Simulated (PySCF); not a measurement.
## A search over the determinants of MgAs⁺

Unrestricted PBE0; Mg aug-pcseg-1, As aug-pcseg-1; no relativity (PySCF 2.14). Outer shells of the fragments: Mg+ 3s1; As 3d10 4s2 4p3.

Followed along the bond (rough minima from three points):

| 2Ms+1 | unpaired | ⟨S²⟩ at the start | R at minimum (Å) | Te (eV) |
| --- | --- | --- | --- | --- |
| 3 | π ↑↑ | 2.08 | 2.60 | 0.00 |
| 1 | π ↑↓ | 1.01 | 2.57 | 0.39 |
| 1 | none | 0.00 | 2.55 | 1.43 |
| 5 | σ ↑↑, π ↑↑ | 6.00 | none in the scan | ≤ 1.37 |

Solutions found at the starting distance of 2.630 Å, counted from the lowest of them; the search is not exhaustive and high or unbound solutions are not listed, so other states can lie among these:

```tsv
2Ms+1	unpaired	term	E (eV)	⟨S²⟩	⟨Lz²⟩	μ (D)
3	π ↑↑	³Σ⁻	0.00	2.08	0.00	-8.86
1	π ↑↓	mixed	0.40	1.01	2.01	-9.11
1	none	mixed	1.44	0.00	2.00	-9.09
5	σ ↑↑, π ↑↑	⁵Σ⁻	1.61	6.00	0.00	-4.34
3	σ ↑, π ↑	³Π	2.04	2.00	1.00	-3.16
1	σ ↓, π ↑	mixed	2.10	1.00	1.00	-3.18
```

A term symbol is given only where ⟨S²⟩ and ⟨Lz²⟩ are close to those of a pure state; real π, δ and φ orbitals otherwise mix terms. A positive dipole points towards As; it is taken about the centre of mass and depends on that origin.

Spin–orbit coupling is left out. Counting both spins, an empty level lies below a filled one in some of these solutions, because spin and occupation are held.
